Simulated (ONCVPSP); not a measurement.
# Reading a pseudo-wave (Tc)

Columns: radius, all-electron u(r) and pseudo u(r) of the 4p shell (level -52.92 eV) of technetium in the configuration [Ar] 3d10 4s2 4p6 4d5 5s1; PBE, scalar-relativistic, ONCV scheme, ONCVPSP 4.0.1.

```json
{"r (bohr)": "0.100", "all-electron": "0.3098", "pseudo": "0.0266"}
{"r (bohr)": "0.200", "all-electron": "-0.2727", "pseudo": "0.1032"}
{"r (bohr)": "0.300", "all-electron": "-0.5545", "pseudo": "0.2207"}
{"r (bohr)": "0.400", "all-electron": "-0.3890", "pseudo": "0.3656"}
{"r (bohr)": "0.500", "all-electron": "-0.0201", "pseudo": "0.5217"}
{"r (bohr)": "0.600", "all-electron": "0.3643", "pseudo": "0.6730"}
{"r (bohr)": "0.700", "all-electron": "0.6750", "pseudo": "0.8050"}
{"r (bohr)": "0.800", "all-electron": "0.8877", "pseudo": "0.9071"}
{"r (bohr)": "0.900", "all-electron": "1.0072", "pseudo": "0.9729"}
{"r (bohr)": "1.000", "all-electron": "1.0508", "pseudo": "1.0010"}
{"r (bohr)": "1.100", "all-electron": "1.0386", "pseudo": "0.9937"}
{"r (bohr)": "1.200", "all-electron": "0.9890", "pseudo": "0.9568"}
{"r (bohr)": "1.300", "all-electron": "0.9169", "pseudo": "0.8975"}
{"r (bohr)": "1.400", "all-electron": "0.8334", "pseudo": "0.8235"}
{"r (bohr)": "1.500", "all-electron": "0.7461", "pseudo": "0.7420"}
{"r (bohr)": "1.600", "all-electron": "0.6602", "pseudo": "0.6589"}
{"r (bohr)": "1.700", "all-electron": "0.5788", "pseudo": "0.5785"}
{"r (bohr)": "1.800", "all-electron": "0.5037", "pseudo": "0.5036"}
{"r (bohr)": "1.900", "all-electron": "0.4357", "pseudo": "0.4356"}
{"r (bohr)": "2.000", "all-electron": "0.3751", "pseudo": "0.3750"}
{"r (bohr)": "2.100", "all-electron": "0.3215", "pseudo": "0.3215"}
{"r (bohr)": "2.200", "all-electron": "0.2747", "pseudo": "0.2747"}
{"r (bohr)": "2.300", "all-electron": "0.2340", "pseudo": "0.2340"}
{"r (bohr)": "2.400", "all-electron": "0.1989", "pseudo": "0.1988"}
{"r (bohr)": "2.500", "all-electron": "0.1686", "pseudo": "0.1686"}
{"r (bohr)": "2.600", "all-electron": "0.1427", "pseudo": "0.1427"}
```

(1) How many radial nodes do the two functions have?

(2) At about which radius was the pseudo-wave matched?

(3) Is the pseudo-wave norm-conserving?

Answers

(1) The all-electron 4p function has n − l − 1 = 2; the pseudo-wave has 0, since the states of the same l below it are removed with the core.

(2) 1.85 bohr. The columns agree to 0.0005 from 1.70 bohr on; several derivatives are matched, so the curves merge somewhat inside the radius.

(3) Yes: the ONCV scheme keeps the norm inside the radius equal to the all-electron one, which fixes the energy derivative of the logarithmic derivative at the level.
